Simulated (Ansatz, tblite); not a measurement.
Isomers of Al2Cl6 (singlet), found by a short tight-binding search and relaxed with r2SCAN-D4/def2-SVP in Ansatz.

The xTB rows come from tblite. Correlated methods freeze 40 core orbitals.

Other spin states weren't relaxed.

A:

```csv
atom,x (Å),y (Å),z (Å)
Al1,1.060,1.389,-1.299
Al2,-0.955,-1.245,1.194
Cl3,-1.234,-1.963,-0.760
Cl4,2.158,3.139,-1.392
Cl5,0.576,0.252,-2.948
Cl6,0.463,-2.203,2.409
Cl7,0.474,0.853,0.687
Cl8,-2.543,-0.222,2.109
```

B:

Cartesian coordinates in Å:
```
Al 1.333 0.220 -0.872
Al -1.338 -0.219 0.865
Cl 0.040 -1.591 -0.342
Cl -0.100 1.605 0.254
Cl -3.216 -0.138 -0.041
Cl 3.147 0.104 0.152
Cl 1.214 0.603 -2.919
Cl -1.082 -0.584 2.903
```

Problem. Estimate which lies lowest at each level, and how far above it the others are (kJ/mol).

Solution. 
```tsv
level	A	B
GFN1-xTB	78.3	0.0
GFN2-xTB	58.2	0.0
HF/def2-SVP	89.0	0.0
PBE-D4/def2-TZVP	101.1	0.0
r2SCAN-D4/def2-TZVP	104.4	0.0
B97M-V/def2-TZVP	95.8	0.0
PBE0-D4/def2-TZVP	105.4	0.0
B2PLYP/def2-TZVP	93.8	0.0
MP2/def2-SVP	110.7	0.0
CCSD/def2-SVP	107.3	0.0
CCSD(T)/def2-SVP	109.3	0.0
```
Point groups (tolerance 0.1 Å): A not assigned, B not assigned. Lower isomers may exist.
